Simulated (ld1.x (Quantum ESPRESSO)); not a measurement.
**Configuration tests for Re (ultrasoft)**

ld1.x (Quantum ESPRESSO) 7.5 input, shortened:

```
&input
   title='Re', zed=75., rel=1, dft='PBE', iswitch=3,
   config='[Xe] 4f14 5d5 6s1.75 6p0.25'
 /
 &inputp
   pseudotype=3, tm=.true., lloc=-1, rcloc=3.20,
   nlcc=.false.,
   which_augfun='PSQ', rmatch_augfun=0.65
 /
8
6S  1  0   1.75   0.00  2.10  2.60  0.0
6S  1  0   0.00   1.10  2.10  2.60  0.0
6P  2  1   0.25   0.00  3.15  4.25  0.0
6P  2  1   0.00   0.75  3.15  4.25  0.0
5D  3  2   5.00   0.00  2.30  2.75  0.0
5D  3  2   0.00   0.10  2.30  2.75  0.0
4F  4  3  14.00   0.00  0.80  1.15  0.0
4F  4  3   0.00   1.90  0.80  1.15  0.0
 &test
   configts(1)='4f14 5d5 6s1.75 6p0.25'
 /
```

Energies are relative to the spin-unpolarised reference configuration 4f14 5d5 6s1.75 6p0.25; without spin polarisation the order of configurations can differ from experiment.

```json
{"valence configuration": "4f14 5d5 6s2 6p0", "charge": "0", "ΔE all-electron (eV)": "-1.164", "error AE − PS (meV)": "+0.8"}
{"valence configuration": "4f14 5d5 6s1 6p0", "charge": "+1", "ΔE all-electron (eV)": "8.084", "error AE − PS (meV)": "+8.5"}
{"valence configuration": "4f14 5d5 6s0 6p0", "charge": "+2", "ΔE all-electron (eV)": "24.405", "error AE − PS (meV)": "+89"}
{"valence configuration": "4f13 5d6 6s2 6p0", "charge": "0", "ΔE all-electron (eV)": "40.047", "error AE − PS (meV)": "-1371"}
{"valence configuration": "4f14 5d4 6s2 6p0", "charge": "+1", "ΔE all-electron (eV)": "8.795", "error AE − PS (meV)": "-19"}
{"valence configuration": "4f14 5d6 6s1 6p0", "charge": "0", "ΔE all-electron (eV)": "-0.221", "error AE − PS (meV)": "-17"}
```

(1) What are ΔE and the potential's error for 4f14 5d5 6s0 6p2?

Levels in the configuration 4f13 5d6 6s2 6p0:

| level | all-electron (eV) | pseudo (eV) |
| --- | --- | --- |
| 4f | -51.818 | -54.846 |
| 5d | -6.385 | -6.515 |
| 6s | -6.021 | -5.974 |

Results:

(1) ΔE = 8.710 eV all-electron; the error (AE − PS) is +25 meV.
